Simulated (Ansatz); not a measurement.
C₃H₉Cl₃SiSn (`C[Si](C)(C)[Sn]([Cl])([Cl])[Cl]`). Total charge 0; spin multiplicity 1. Sn: def2 effective core potential. All single points use the PBE0-D4/def2-TZVP geometry. It is one conformer, not always the lowest.

```xyz
17

C     0.261    1.196   -1.573
Si    0.186    0.303    0.063
C    -0.789    1.228    1.355
C     1.859   -0.253    0.670
Sn   -1.146   -1.869   -0.390
Cl   -1.404   -3.219    1.493
Cl   -3.314   -1.498   -1.162
Cl   -0.169   -3.254   -1.991
H    -0.739    1.437   -1.940
H     0.815    2.133   -1.457
H     0.769    0.594   -2.330
H    -0.884    0.645    2.274
H    -1.793    1.469    0.998
H    -0.282    2.167    1.600
H     2.483    0.620    0.885
H     2.372   -0.858   -0.081
H     1.773   -0.842    1.585
```

(1) What is the dipole moment at PBE/def2-TZVPP? (Estimate.)

(2) And with r2SCAN, B3LYP, ωB97M-V? (An estimate is asked.)

(3) Give the Mulliken charges with PBE, B3LYP, r2SCAN in def2-TZVPP. (An estimate is asked.)

Results:

(1) The calculation gave: 6.19 D, with components (3.18, 5.19, 1.08) D in this frame, pointing from negative to positive charge.

(2) The calculation gave: r2SCAN 6.34 D, B3LYP 6.28 D, ωB97M-V 6.26 D.

(3) Ansatz gave: 
| atom | PBE | B3LYP | r2SCAN |
| --- | --- | --- | --- |
| C1 | -0.35 | -0.37 | -0.29 |
| Si2 | 0.15 | 0.27 | 0.26 |
| C3 | -0.35 | -0.37 | -0.29 |
| C4 | -0.35 | -0.37 | -0.29 |
| Sn5 | 0.86 | 0.92 | 0.91 |
| Cl6 | -0.34 | -0.36 | -0.36 |
| Cl7 | -0.34 | -0.36 | -0.36 |
| Cl8 | -0.34 | -0.36 | -0.36 |
| H9 | 0.12 | 0.12 | 0.09 |
| H10 | 0.11 | 0.10 | 0.08 |
| H11 | 0.12 | 0.12 | 0.09 |
| H12 | 0.12 | 0.12 | 0.09 |
| H13 | 0.12 | 0.12 | 0.09 |
| H14 | 0.11 | 0.10 | 0.08 |
| H15 | 0.11 | 0.10 | 0.08 |
| H16 | 0.12 | 0.12 | 0.09 |
| H17 | 0.12 | 0.12 | 0.09 |

B3LYP here is the variant with VWN-RPA as its local correlation; programs differ in this.
